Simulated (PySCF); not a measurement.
HfI3, SMILES [I][Hf]([I])[I] (connectivity only; charge and spin as stated), neutral, multiplicity 2.

Coordinates come from a B3LYP-D3(BJ)/def2-SVP optimisation. The multiplicity is an assumed one; no other spin state was optimised. The isomer is the one that the SMILES or the coordinates give; other isomers of the formula were not compared. The def2 effective core potentials stand for the cores of Hf, I; spin–orbit coupling is left out.

Two levels are set side by side: PBE/def2-TZVP (PySCF) and r2SCAN/def2-TZVP (PySCF). Same geometry, gas phase. Differences are taken from unrounded values.

```csv
quantity,r2SCAN,PBE,PBE minus r2SCAN
α-spin orbital gap (eV),2.04,1.39,-0.65
β-spin orbital gap (eV),4.40,3.76,-0.64
mean polarisability (bohr³),148.0,153.6,5.6
```

Rough cost on one machine, each run with all the roots and properties that it gave: r2SCAN against PBE within a factor of 2.
